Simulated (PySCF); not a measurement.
Two species compared at the same levels of theory.

First species: C4H8Si.
Numbering: `[SiH3:1][C@@H:2]1[CH:3]=[CH:4][CH2:5]1` (hydrogens: H6, H7, H8 on Si1; H9 on C2; H10 on C3; H11 on C4; H12, H13 on C5)

Second species: C3H11NSi2.
InChI=1S/C3H11NSi2/c1-4-5-2-3-6-4/h2-3,5-6H2,1H3

Levels: PBE0/def2-SVPD for HOMO energy, LUMO energy, HOMO–LUMO gap and static isotropic polarisability; TDDFT PBE0/def2-SVPD for lowest singlet excitation; TDA PBE0/def2-SVPD for lowest triplet excitation (Tamm–Dancoff). Geometries: GFN2-xTB. Each species is one conformer at its optimised geometry, gas phase, non-relativistic unless stated. Electronic properties by PySCF.

(1) Which has the higher HOMO energy?

(2) Which of the two has the higher S1 energy, and by how much?

(3) Which has the higher T1 energy?

(4) Which of the two has the higher HOMO–LUMO gap, and by how much?

(5) Which of the two has the higher LUMO energy, and by how much?

(6) Which has the higher static isotropic polarisability?

## Answers

(1) The second: -6.64 eV against -7.11 eV, a difference of 0.47 eV.

(2) The first: 6.61 eV against 5.64 eV, a difference of 0.97 eV.

(3) The second: 5.43 eV against 4.25 eV, a difference of 1.18 eV.

(4) The first: 7.34 eV against 6.97 eV, a difference of 0.37 eV.

(5) The second: 0.33 eV against 0.23 eV, a difference of 0.10 eV.

(6) The second: 92.1 au against 71.9 au, a difference of 20.2 au.

On the first: The principal polarisabilities are 60.6, 69.9 and 85.2 au; their mean is the isotropic value. The polarisability is 10.66 Å³ as a volume (1 au = 0.148185 Å³), or 1.56 au for each of the 46 electrons.

On the second: In wavenumbers S1 is 45500 cm⁻¹ (1 eV = 8065.54 cm⁻¹). The polarisability is 13.65 Å³ as a volume (1 au = 0.148185 Å³), or 1.44 au for each of the 64 electrons.
